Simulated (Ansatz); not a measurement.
Pulling the pair apart

The pair of Br⁻ (SMILES [Br-], atom 1) and CH₃F (SMILES CF, atoms 2–6), both closed shells, in one local arrangement (a lower one may exist), relaxed at PBE0-D4/def2-TZVPD:

```xyz
6
angstrom
Br -0.2765 -0.1135 -2.8732
C 0.0490 0.0199 0.5095
F 0.1837 0.0808 1.9067
H 1.0003 0.2734 0.0455
H -0.7140 0.7276 0.1908
H -0.2426 -0.9882 0.2207
```

CH₃F is shifted rigidly along the line between the mean atom positions of the two fragments (negative: closer). Counterpoise interaction energies in kcal/mol. Program: Ansatz 0.2.0. Basis: def2-TZVPPD. Cores are frozen in the correlated methods. Filled d shells of the heavier atoms are correlated. The def2 sets are not built for correlating such inner shells, so the correlated values are less sure here. B3LYP uses VWN-RPA correlation.

```csv
shift (Å),B3LYP-D4,wB97M-V,HF
-0.34,-6.67,-7.30,-3.69
-0.17,-7.95,-8.41,-5.73
0.00,-8.38,-8.69,-6.72
0.17,-8.32,-8.51,-7.09
0.41,-7.83,-7.90,-7.04
0.85,-6.54,-6.54,-6.28
1.70,-4.54,-4.50,-4.63
3.40,-2.61,-2.49,-2.70
```

(1) What does CCSD(T) give at these shifts? (Judge from chemistry; the value comes from the calculation.)

T1 diagnostic: at most 0.009.

## Answers

(1) Computed: -6.52, -7.78, -8.20, -8.14, -7.66, -6.42, -4.45, -2.48 kcal/mol. For zero shift, CCSD(T) at an estimated basis limit (MP2 extrapolated from triple and quadruple zeta, plus CCSD(T) − MP2 in triple zeta) gives -8.86 kcal/mol. These are counterpoise interaction energies, counted from the two frozen fragments.

For scale, one of the runs: CCSD(T)/def2-TZVPPD, 185 basis functions, launched by `ansatz run in.yaml --threads 4 --pin off --events-out ev --progress --plain --max-ram 9574MiB`. The run took 65 s on 4 CPU threads of an Arm Neoverse V1 (shared host), with 2 GiB of host memory at its peak.
